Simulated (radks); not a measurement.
These are the eigenvalues of the occupied orbitals of an atom or ion with whole-number occupations (hartree). Calculated with a radial shooting solver on a logarithmic mesh with Libxc functionals: Dirac Kohn-Sham, BLYP, spin-unpolarised, spherical densities, finite nucleus; Fermi nuclear charge, rms radius of each element as measured or else 0.836 A^(1/3) + 0.57 fm.

| orbital | eigenvalue |
|---|---|
| 1s1/2 | -590.5574 |
| 2s1/2 | -84.14114 |
| 2p1/2 | -77.04038 |
| 2p3/2 | -74.52164 |
| 3s1/2 | -16.99170 |
| 3p1/2 | -14.40684 |
| 3p3/2 | -14.01649 |
| 3d3/2 | -9.47196 |
| 3d5/2 | -9.40293 |
| 4s1/2 | -5.56413 |
| 4p1/2 | -4.79850 |

Which element is it, and in what charge state? The configuration may be excited.

Answer. Z = 38, strontium, charge +8: Sr8+ in [Ar] 3d10 4s1 4p(1/2: 1, 3/2: 0). The list shows which subshells hold electrons but not how many an open one holds; the 1s level, -590.56 hartree, gives Z - s = 34.4 by -(Z - s)^2/2, which with screening and relativity narrows Z to a few neighbours, and the depths of the outer levels then fix element, charge and occupations together.
